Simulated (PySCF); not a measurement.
Species: 3-ethylpyridine, C7H9N.
SMILES with atom numbers: `[CH3:1][CH2:2][c:3]1[cH:4][cH:5][cH:6][n:7][cH:8]1` (hydrogens: H9, H10, H11 on C1; H12, H13 on C2; H14 on C4; H15 on C5; H16 on C6; H17 on C8)

Computed with PBE0-D3(BJ)/def2-SVP geometry optimisation, gas phase in PySCF 2.14.0.

(1) What internal coordinates does the optimisation give?

Results:

(1) 
```csv
bond,length (Å),order
C1–C2,1.527,single
C2–C3,1.503,single
C3–C4,1.397,aromatic
C4–C5,1.392,aromatic
C5–C6,1.394,aromatic
C6–N7,1.330,aromatic
N7–C8,1.329,aromatic
C3–C8,1.401,aromatic
"C1–H9, C1–H10, C1–H11",1.101,single
"C2–H12, C2–H13",1.102,single
C4–H14,1.094,single
C5–H15,1.092,single
C6–H16,1.096,single
C8–H17,1.098,single
```

Bonds in one row agree within 0.01 Å and their mean is given. Orders are formal, as drawn. A selection of angles:
```csv
angle,degrees
C1–C2–C3,112.6
C2–C3–C4,122.2
C2–C3–C8,121.2
C4–C3–C8,116.6
C3–C4–C5,119.6
C4–C5–C6,118.4
C5–C6–N7,123.1
C6–N7–C8,117.9
C3–C8–N7,124.5
```

Torsions: C1–C2–C3–C4 -87° (synclinal). The mirror-image conformer, all signs reversed, is as good.

Of the pairs four or more bonds apart, H13···H17 is among the closest relative to their van der Waals radii: 2.46 Å, 103 % of the sum of Bondi's values. The C–C distances run from 1.392 Å (C4–C5, aromatic) to 1.527 Å (C1–C2, drawn single), a spread of 0.135 Å. The 6-membered ring C3–C4–C5–C6–N7–C8 has internal angles of 116.6° to 124.5° (sum 720°, against 720° for a flat polygon); it is planar, 0.00 Å rms from its mean plane, widest ring torsion 0°.

Point group: C1 (no symmetry element, even within 0.4 Å). No frequency check. One conformer, not necessarily the lowest.
